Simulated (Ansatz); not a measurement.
`[SH][Al]1[SiH2]C[SiH2]1` at its PBE0-D4/def2-TZVP geometry, where that method's forces vanish. Charge 0, multiplicity 1.

```xyz
12

S    -1.7784    0.3930    3.2147
Al   -0.6157    0.2139    1.3760
Si    0.2389    1.5908   -0.4587
C     0.3073   -0.0290   -1.4662
Si    0.3875   -1.4141   -0.1577
H    -1.7663   -0.9313    3.4485
H    -0.4749    2.6991   -1.1554
H     1.6297    2.0607   -0.1825
H    -0.6434   -0.1299   -2.0029
H     1.1133   -0.0637   -2.2031
H    -0.2114   -2.7037   -0.6079
H     1.8133   -1.6857    0.1953
```

(1) What forces (eV/Å) does ωB97M-V/def2-TZVPP give on these atoms in the Gaussian-basis code of Ansatz? (Estimate.)

Results:

(1) Ansatz gave: 
```
S1   0.008 -0.088  0.011
Al2  0.036 -0.010 -0.090
Si3  0.035  0.119 -0.030
C4   0.020 -0.001 -0.021
Si5  0.046 -0.117 -0.003
H6   0.003  0.089 -0.021
H7   0.079 -0.122  0.075
H8  -0.137 -0.051 -0.029
H9   0.058  0.007  0.037
H10 -0.073  0.002  0.060
H11  0.066  0.142  0.048
H12 -0.141  0.032 -0.037
```
